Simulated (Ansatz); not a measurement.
Total energies of B2F4H2 (`F[B@H-]1[F+][B@H-](F)[F+]1`).

Cartesian coordinates in Å:
```
F 1.587 -0.872 1.044
B 0.856 -0.722 -0.043
F -0.643 -0.783 0.324
B -0.856 0.722 0.043
F -1.587 0.872 -1.044
F 0.643 0.783 -0.324
H 1.079 -1.319 -1.045
H -1.079 1.319 1.045
```

Total charge 0; spin multiplicity 1. Geometry: relaxed with PBE0-D4/def2-TZVP. Basis def2-TZVPP, Ansatz.

RPA on PBE orbitals: Hartree–Fock energy of these orbitals -448.62412 Eh, correlation -1.84221 Eh (frozen core).

| functional | kind | energy without D4 (Eh) | D4 term (kJ/mol) |
| --- | --- | --- | --- |
| LDA (SPW92) | LDA | -447.58365 | – |
| PBE | GGA | -450.21141 | -11.7 |
| revPBE | GGA | -450.51097 | -42.1 |
| BLYP | GGA | -450.62143 | -26.8 |
| r2SCAN | meta-GGA | -450.48580 | -2.8 |
| B97M-V | meta-GGA with VV10 | -450.55636 | – |
| PBE0 | global hybrid, 25 % exact exchange | -450.22525 | -9.7 |
| B3LYP | global hybrid, 20 % | -450.68968 | -18.8 |
| r2SCANh | meta-GGA hybrid, 10 % | -450.46369 | -2.9 |
| r2SCAN0 | meta-GGA hybrid, 25 % | -450.43188 | -3.2 |
| HSE06 (plane-wave form) | screened hybrid | -450.20588 | -8.9 |
| BHLYP | global hybrid, 50 % | -450.51799 | -12.8 |
| CAM-B3LYP | range-separated hybrid | -450.56653 | -9.6 |
| LC-ωPBE | long-range corrected hybrid | -450.42263 | – |
| ωB97X-V | range-separated hybrid GGA with VV10 | -450.53390 | – |
| ωB97M-V | range-separated hybrid meta-GGA with VV10 | -450.56597 | – |
| B2PLYP | double hybrid | -450.42583 | – |
| PBE-QIDH | double hybrid | -450.17996 | – |

B3LYP takes the VWN-RPA correlation (the form of Gaussian; ORCA's B3LYP/G). HSE06 is the plane-wave form, built on full-range PBE exchange. The double hybrids freeze the cores in their second-order part.

LC-ωPBE has ω = 0.4 bohr⁻¹.
